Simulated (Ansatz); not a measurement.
`F[C](Cl)I` radical. The species carries charge 0 and has multiplicity 2. I takes the def2 core potential. Geometry: relaxed with PBE0-D4/def2-TZVP.

```xyz
4

F    -0.493   -1.295   -0.230
C    -0.231   -0.074    0.199
Cl   -1.041    1.134   -0.693
I     1.765    0.236    0.724
```

Question: What is the dipole moment at PBE/def2-TZVPP? (An estimate is asked.)

Answer: The calculation gave: 0.51 D, with components (0.37, 0.34, -0.04) D in this frame, pointing from negative to positive charge.

Question: And with r2SCAN, B3LYP, ωB97M-V? (Best estimate.)

Answer: Computed: r2SCAN 0.49 D, B3LYP 0.64 D, ωB97M-V 0.67 D.

Question: Give the Mulliken charges with PBE, B3LYP, ωB97M-V in def2-TZVPP. (An estimate is asked.)

Answer: The calculation gave: 
| atom | PBE | B3LYP | ωB97M-V |
| --- | --- | --- | --- |
| F1 | -0.08 | -0.13 | -0.12 |
| C2 | 0.05 | 0.09 | 0.03 |
| Cl3 | -0.01 | -0.02 | 0.01 |
| I4 | 0.05 | 0.07 | 0.08 |

B3LYP here is the variant with VWN-RPA as its local correlation; programs differ in this.
